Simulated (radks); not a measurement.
Values are calculated unless marked as measured or tabulated.
Task: Mean orbital radii <r> (bohr) of neutral terbium, [Xe] 4f9 6s2, of relativity; Dirac values are averaged over j with weights 2j + 1. Spin-unpolarised spherical Kohn-Sham, PBEsol, point nucleus unless stated (finite: rms radius 5.06 fm), a radial shooting solver on a logarithmic mesh with Libxc functionals. A level marked "c x" has the speed of light scaled by that factor and shares open shells by 2j + 1; other Dirac levels either fill j = l - 1/2 first or share by 2j + 1.

| shell | non-rel. |
|---|---|
| 3s | 0.2559 |
| 3p | 0.2456 |
| 3d | 0.2176 |
| 4s | 0.5774 |
| 4p | 0.5907 |
| 4d | 0.6250 |
| 5s | 1.426 |
| 5p | 1.620 |
| 4f | 0.8543 |
| 6s | 4.422 |
| 5d (empty) | 3.128 |
| 6p (empty) | 5.871 |

Give the values at the level "Dirac, 2j+1 shares, finite nucleus".

Result: 
shell       Dirac, 2j+1 shares, finite nucleus  change of magnitude (%)
3s                                      0.2391                    -6.57
3p                                      0.2375                    -3.30
3d                                      0.2166                    -0.47
4s                                      0.5416                    -6.20
4p                                      0.5730                    -3.00
4d                                      0.6242                    -0.13
5s                                       1.327                    -6.92
5p                                       1.572                    -2.94
4f                                      0.9113                    +6.67
6s                                       4.145                    -6.27
5d (empty)                               3.428                    +9.61
6p (empty)                               5.893                    +0.37
